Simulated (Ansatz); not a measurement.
Geometry optimisation, RHF/def2-TZVP (Ansatz).

Input:

```yaml
crystal:
  periodic: [false, false, false]
  atoms:
    - { symbol: Sn, position_ang: [-0.864167, 0.114691, -0.450988] }
    - { symbol: H, position_ang: [1.145894, -1.770931, 0.753368] }
    - { symbol: H, position_ang: [-0.602035, -1.226943, -1.458391] }
    - { symbol: H, position_ang: [-1.363069, -0.346389, 1.107165] }
    - { symbol: H, position_ang: [-2.014602, 1.156215, -1.150741] }
    - { symbol: H, position_ang: [1.530583, -1.205123, 0.670338] }
    - { symbol: S, position_ang: [1.263926, 1.279441, -0.267681] }
    - { symbol: H, position_ang: [0.90347, 1.999038, 0.79703] }
basis:
  gaussian: { orbitals: def2-TZVP }
hamiltonian:
  xc: hf
relax:
  f_tol: 0.03
  max_steps: 50
```

Run as:

```bash
$ ansatz run input.yaml --threads 2 --pin off --max-ram 3072MiB --backend cpu --events-out ev --progress --plain --runs-dir out
```

Problem. Where does it end, and by what steps?

Solution. The forces met the threshold. The force dipped under the threshold on the way, but the program's further checks kept it going. After 13 steps the energy has fallen by 0.227 eV; H2 moved furthest, 1.28 Å.

```json
{"step": "0", "energy less start (eV)": "0.0000", "largest force component (eV/Å)": "1.893", "accepted": "yes"}
{"step": "1", "energy less start (eV)": "-0.1397", "largest force component (eV/Å)": "0.245", "accepted": "yes"}
{"step": "2", "energy less start (eV)": "-0.1840", "largest force component (eV/Å)": "0.221", "accepted": "yes"}
{"step": "3", "energy less start (eV)": "-0.2020", "largest force component (eV/Å)": "0.421", "accepted": "yes"}
{"step": "4", "energy less start (eV)": "-0.2185", "largest force component (eV/Å)": "0.136", "accepted": "yes"}
{"step": "5", "energy less start (eV)": "-0.2099", "largest force component (eV/Å)": "0.258", "accepted": "no"}
{"step": "6", "energy less start (eV)": "-0.2215", "largest force component (eV/Å)": "0.016", "accepted": "yes"}
{"step": "7", "energy less start (eV)": "-0.2241", "largest force component (eV/Å)": "0.050", "accepted": "yes"}
{"step": "8", "energy less start (eV)": "-0.2244", "largest force component (eV/Å)": "0.135", "accepted": "yes"}
{"step": "9", "energy less start (eV)": "-0.2261", "largest force component (eV/Å)": "0.149", "accepted": "yes"}
{"step": "10", "energy less start (eV)": "-0.2269", "largest force component (eV/Å)": "0.062", "accepted": "yes"}
{"step": "11", "energy less start (eV)": "-0.2272", "largest force component (eV/Å)": "0.004", "accepted": "yes"}
{"step": "12", "energy less start (eV)": "-0.2273", "largest force component (eV/Å)": "0.022", "accepted": "yes"}
{"step": "13", "energy less start (eV)": "-0.2274", "largest force component (eV/Å)": "0.022", "accepted": "yes"}
```

```xyz
8
Properties=species:S:1:pos:R:3
Sn -1.049 0.399 -0.550
H 1.822 -2.798 1.123
H -0.728 -0.890 -1.610
H -1.518 -0.163 0.989
H -2.246 1.436 -1.180
H 2.086 -2.111 1.114
S 1.039 1.601 -0.365
H 0.595 2.526 0.479
```

Whether the end is a true minimum wasn't checked by a vibrational analysis.

The run took 25 s on 2 threads of Arm Neoverse V1, on a shared host, peak memory 0.24 GiB.
